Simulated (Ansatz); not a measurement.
Born–Oppenheimer molecular dynamics of H₉NSi₃ (13 atoms, charge 0, multiplicity 1). It goes on from the last frame of an earlier run, with new velocities.

Level of theory: RKS PBE/6-31G (Ansatz).

| Property | Result |
| --- | --- |
| ensemble | NVE (velocity Verlet) |
| time step | 0.5 fs |
| steps asked | 100 |
| starting velocities drawn for | 1000 K |
| seed | 646241 |

Frames 1 fs apart, positions in Å, forces in eV/Å.

Velocities at 10 fs (Å/ps):

```
Si -2.57 1.06 -0.99
N 5.49 3.78 -3.88
H 6.07 -21.76 17.70
H 26.48 -5.40 -19.66
Si -1.78 0.96 6.01
H -0.51 -11.22 -4.80
H 30.19 -21.49 -59.02
H -22.80 -21.19 12.45
H 8.59 3.18 4.08
Si 0.85 -0.25 0.96
H 29.40 7.88 -4.49
H -34.48 -13.06 -34.54
H -21.79 -18.95 -24.59
```

```xyz
13
Properties=species:S:1:pos:R:3:forces:R:3 time_fs=10 energy_less_start_eV=0.624 T=564
Si -0.067 0.044 0.238 -0.22 0.36 2.62
N 0.412 -0.513 1.938 0.21 -1.16 -1.12
H 0.169 0.065 2.726 0.08 -0.08 0.48
H 0.868 -1.444 2.097 -0.66 1.26 0.13
Si 2.007 0.095 -0.693 1.55 0.13 -2.88
H 2.618 -1.378 -1.042 -0.50 1.25 0.53
H 2.090 0.874 -2.159 -0.17 -0.81 1.26
H 2.922 0.963 0.121 0.25 -0.15 0.29
H -0.390 1.590 0.791 -0.21 -1.50 -1.13
Si -1.195 -1.816 -0.889 -1.14 2.86 -0.62
H -2.634 -1.920 -0.430 -0.06 -0.03 -0.15
H -1.152 -1.159 -2.337 0.01 -1.11 0.65
H -0.544 -3.032 -0.460 0.84 -1.02 -0.07
13
Properties=species:S:1:pos:R:3:forces:R:3 time_fs=11 energy_less_start_eV=0.716 T=499
Si -0.070 0.045 0.238 -0.20 0.37 2.54
N 0.418 -0.510 1.934 0.35 -1.36 -0.88
H 0.175 0.043 2.745 0.09 -0.13 0.25
H 0.891 -1.443 2.078 -0.78 1.45 0.11
Si 2.005 0.096 -0.687 1.44 -0.12 -3.39
H 2.615 -1.383 -1.044 -0.52 1.28 0.59
H 2.119 0.849 -2.211 -0.23 -0.83 1.60
H 2.901 0.941 0.135 0.48 0.08 0.43
H -0.382 1.586 0.790 -0.26 -1.45 -1.12
Si -1.194 -1.815 -0.888 -0.72 2.82 -0.98
H -2.606 -1.912 -0.435 -0.54 -0.06 0.03
H -1.186 -1.178 -2.368 0.07 -1.12 0.91
H -0.562 -3.056 -0.485 0.80 -0.93 -0.08
13
Properties=species:S:1:pos:R:3:forces:R:3 time_fs=12 energy_less_start_eV=0.704 T=508
Si -0.072 0.046 0.238 -0.14 0.27 2.41
N 0.423 -0.508 1.929 0.23 -1.04 -0.54
H 0.182 0.019 2.768 0.12 -0.22 -0.12
H 0.907 -1.429 2.060 -0.66 1.15 0.13
Si 2.004 0.097 -0.683 1.31 -0.28 -3.68
H 2.607 -1.376 -1.040 -0.49 1.19 0.62
H 2.146 0.815 -2.249 -0.28 -0.77 1.80
H 2.884 0.920 0.153 0.66 0.26 0.53
H -0.377 1.568 0.778 -0.33 -1.28 -1.07
Si -1.194 -1.814 -0.888 -0.22 2.49 -1.18
H -2.583 -1.905 -0.439 -0.98 -0.10 0.20
H -1.220 -1.207 -2.390 0.13 -1.06 1.04
H -0.572 -3.088 -0.510 0.65 -0.61 -0.15
13
Properties=species:S:1:pos:R:3:forces:R:3 time_fs=13 energy_less_start_eV=0.601 T=579
Si -0.075 0.048 0.239 -0.03 0.03 2.21
N 0.429 -0.506 1.924 -0.12 -0.33 -0.22
H 0.191 -0.006 2.788 0.12 -0.25 -0.48
H 0.916 -1.403 2.043 -0.28 0.41 0.18
Si 2.004 0.098 -0.680 1.22 -0.28 -3.75
H 2.595 -1.358 -1.031 -0.42 0.97 0.61
H 2.170 0.774 -2.269 -0.32 -0.66 1.89
H 2.874 0.902 0.176 0.72 0.34 0.55
H -0.375 1.538 0.756 -0.44 -0.97 -0.95
Si -1.194 -1.812 -0.888 0.19 1.96 -1.21
H -2.568 -1.899 -0.442 -1.27 -0.13 0.33
H -1.252 -1.246 -2.403 0.19 -0.95 1.06
H -0.576 -3.127 -0.537 0.44 -0.16 -0.22
13
Properties=species:S:1:pos:R:3:forces:R:3 time_fs=14 energy_less_start_eV=0.459 T=679
Si -0.078 0.049 0.241 0.12 -0.39 1.94
N 0.435 -0.504 1.919 -0.61 0.55 -0.03
H 0.200 -0.034 2.805 0.06 -0.19 -0.70
H 0.923 -1.374 2.028 0.28 -0.59 0.22
Si 2.004 0.098 -0.678 1.16 -0.07 -3.56
H 2.578 -1.330 -1.016 -0.28 0.61 0.57
H 2.192 0.728 -2.271 -0.34 -0.50 1.87
H 2.870 0.887 0.205 0.66 0.32 0.46
H -0.378 1.499 0.725 -0.58 -0.48 -0.78
Si -1.193 -1.810 -0.888 0.37 1.36 -1.08
H -2.566 -1.894 -0.442 -1.30 -0.15 0.39
H -1.283 -1.294 -2.405 0.24 -0.79 0.96
H -0.576 -3.166 -0.567 0.22 0.31 -0.26
13
Properties=species:S:1:pos:R:3:forces:R:3 time_fs=15 energy_less_start_eV=0.325 T=773
Si -0.081 0.050 0.244 0.34 -1.02 1.60
N 0.441 -0.503 1.913 -0.97 1.15 0.00
H 0.210 -0.064 2.815 -0.04 -0.01 -0.71
H 0.933 -1.351 2.015 0.76 -1.39 0.21
Si 2.004 0.099 -0.678 1.11 0.33 -3.11
H 2.559 -1.297 -0.995 -0.09 0.08 0.51
H 2.210 0.676 -2.255 -0.35 -0.30 1.72
H 2.873 0.875 0.237 0.50 0.21 0.26
H -0.386 1.455 0.686 -0.76 0.22 -0.53
Si -1.193 -1.806 -0.889 0.27 0.76 -0.79
H -2.576 -1.890 -0.438 -1.07 -0.15 0.36
H -1.311 -1.350 -2.398 0.27 -0.59 0.75
H -0.573 -3.203 -0.599 0.03 0.72 -0.26
13
Properties=species:S:1:pos:R:3:forces:R:3 time_fs=16 energy_less_start_eV=0.230 T=839
Si -0.083 0.051 0.247 0.61 -1.80 1.21
N 0.446 -0.500 1.908 -0.91 0.98 -0.07
H 0.220 -0.093 2.818 -0.20 0.22 -0.49
H 0.950 -1.340 2.004 0.84 -1.48 0.12
Si 2.005 0.100 -0.678 1.04 0.86 -2.42
H 2.539 -1.263 -0.970 0.14 -0.59 0.42
H 2.225 0.621 -2.223 -0.34 -0.05 1.40
H 2.880 0.864 0.273 0.28 0.06 0.00
H -0.401 1.414 0.642 -0.98 1.05 -0.26
Si -1.192 -1.803 -0.890 -0.02 0.22 -0.37
H -2.597 -1.888 -0.430 -0.65 -0.15 0.27
H -1.337 -1.412 -2.385 0.28 -0.36 0.41
H -0.571 -3.233 -0.633 -0.11 1.01 -0.21
13
Properties=species:S:1:pos:R:3:forces:R:3 time_fs=17 energy_less_start_eV=0.199 T=861
Si -0.085 0.051 0.250 0.89 -2.51 0.85
N 0.450 -0.497 1.903 -0.38 0.10 -0.20
H 0.228 -0.121 2.816 -0.36 0.45 -0.14
H 0.974 -1.343 1.994 0.46 -0.80 -0.04
Si 2.005 0.101 -0.679 0.92 1.37 -1.50
H 2.520 -1.235 -0.940 0.38 -1.29 0.35
H 2.237 0.566 -2.178 -0.28 0.27 0.85
H 2.890 0.855 0.308 0.06 -0.08 -0.27
H -0.426 1.383 0.596 -1.20 1.79 -0.03
Si -1.192 -1.799 -0.891 -0.41 -0.23 0.14
H -2.623 -1.887 -0.420 -0.16 -0.13 0.15
H -1.360 -1.476 -2.367 0.26 -0.13 -0.02
H -0.569 -3.254 -0.669 -0.19 1.19 -0.12
13
Properties=species:S:1:pos:R:3:forces:R:3 time_fs=18 energy_less_start_eV=0.235 T=836
Si -0.087 0.051 0.254 1.07 -2.82 0.58
N 0.454 -0.493 1.897 0.29 -0.95 -0.27
H 0.232 -0.144 2.813 -0.48 0.60 0.17
H 1.003 -1.353 1.984 -0.11 0.14 -0.19
Si 2.007 0.103 -0.681 0.76 1.65 -0.36
H 2.505 -1.219 -0.907 0.55 -1.84 0.32
H 2.246 0.514 -2.124 -0.15 0.62 0.01
H 2.901 0.844 0.340 -0.14 -0.18 -0.52
H -0.462 1.368 0.549 -1.31 2.11 0.07
Si -1.191 -1.796 -0.892 -0.77 -0.54 0.65
H -2.651 -1.888 -0.409 0.29 -0.11 0.04
H -1.380 -1.543 -2.350 0.21 0.09 -0.49
H -0.569 -3.263 -0.706 -0.22 1.25 -0.01
13
Properties=species:S:1:pos:R:3:forces:R:3 time_fs=19 energy_less_start_eV=0.288 T=799
Si -0.089 0.049 0.258 1.06 -2.52 0.42
N 0.458 -0.491 1.891 0.79 -1.65 -0.16
H 0.232 -0.162 2.812 -0.52 0.61 0.27
H 1.031 -1.363 1.971 -0.58 0.87 -0.28
Si 2.008 0.105 -0.683 0.63 1.50 0.92
H 2.495 -1.220 -0.871 0.57 -2.01 0.35
H 2.253 0.467 -2.071 0.04 0.99 -1.09
H 2.910 0.832 0.368 -0.27 -0.24 -0.70
H -0.510 1.373 0.503 -1.23 1.81 0.05
Si -1.191 -1.793 -0.893 -1.08 -0.72 1.04
H -2.677 -1.889 -0.397 0.65 -0.09 -0.06
H -1.399 -1.608 -2.337 0.15 0.27 -0.88
H -0.571 -3.260 -0.744 -0.20 1.19 0.13
13
Properties=species:S:1:pos:R:3:forces:R:3 time_fs=20 energy_less_start_eV=0.310 T=784
Si -0.090 0.047 0.263 0.82 -1.72 0.28
N 0.463 -0.489 1.885 0.95 -1.84 0.15
H 0.227 -0.173 2.813 -0.48 0.49 0.10
H 1.053 -1.364 1.956 -0.80 1.22 -0.28
Si 2.010 0.108 -0.685 0.57 0.92 2.12
H 2.490 -1.240 -0.832 0.44 -1.71 0.41
H 2.261 0.430 -2.028 0.26 1.27 -2.21
H 2.917 0.818 0.389 -0.35 -0.25 -0.81
H -0.570 1.396 0.458 -0.93 1.02 -0.02
Si -1.191 -1.790 -0.893 -1.35 -0.73 1.19
H -2.696 -1.892 -0.386 0.90 -0.07 -0.12
H -1.416 -1.671 -2.333 0.10 0.40 -1.08
H -0.575 -3.245 -0.780 -0.13 1.01 0.27
13
Properties=species:S:1:pos:R:3:forces:R:3 time_fs=21 energy_less_start_eV=0.278 T=806
Si -0.091 0.044 0.267 0.44 -0.76 0.08
N 0.468 -0.489 1.879 0.78 -1.55 0.58
H 0.218 -0.180 2.815 -0.36 0.31 -0.24
H 1.068 -1.354 1.939 -0.75 1.13 -0.22
Si 2.012 0.111 -0.686 0.60 0.14 2.85
H 2.490 -1.277 -0.788 0.19 -1.07 0.43
H 2.272 0.406 -2.006 0.44 1.37 -2.88
H 2.920 0.801 0.402 -0.36 -0.21 -0.85
H -0.639 1.428 0.412 -0.51 0.09 -0.05
Si -1.192 -1.787 -0.893 -1.57 -0.61 1.06
H -2.707 -1.895 -0.376 1.03 -0.06 -0.16
H -1.432 -1.729 -2.339 0.08 0.50 -1.02
H -0.581 -3.222 -0.813 -0.01 0.72 0.42
```

Of the whole run (50 fs, mean temperature of the second half 696 K): The conserved energy stayed within 0.32 meV per atom of its start (net change 0.023 meV per atom), so the integration is sound. A run of 0.05 ps of so small a system gives no equilibrium averages. Limits of this set-up: no polarisation functions.

Run time: 5 min on 1 thread of Arm Neoverse V2 (shared host), peak memory 0.12 GiB.
